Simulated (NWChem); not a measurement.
System: MgSiNH5; SMILES [SiH3][Mg][NH2]

```xyz
8

Mg     0.0001    -0.7176     0.0009
N      0.0001    -2.6109    -0.0006
H      0.8149    -3.2186    -0.0002
H     -0.8147    -3.2188    -0.0004
Si     0.0002     1.8571     0.0000
H     -1.3348     2.4377    -0.3743
H      0.9871     2.4413    -0.9714
H      0.3428     2.4465     1.3393
```
Atoms are numbered in this order, from 1.

Results from NWChem. Geometry: optimised at PBE0/def2-SVP. Ions are spin-unrestricted doublets at the neutral geometry; other ion states weren't tried. Functional: LC-ωPBE (HJS hole) with def2-SVP; rows give the range parameter ω in 1/bohr.

```tsv
range parameter (1/bohr)	vertical ionisation energy, ΔSCF (eV)	−ε(HOMO) (eV)	ΔSCF minus −ε(HOMO) (eV)
0.05	8.25	5.60	2.65
0.20	(withheld)	(withheld)	(withheld)
0.30	9.26	8.46	0.80
0.60	9.40	9.88	-0.48
0.80	9.43	10.12	-0.69
```

Q: Complete the blanks.

A: 
- 0.20, vertical ionisation energy, ΔSCF (eV): 9.18
- 0.20, −ε(HOMO) (eV): 7.55
- 0.20, ΔSCF minus −ε(HOMO) (eV): 1.63
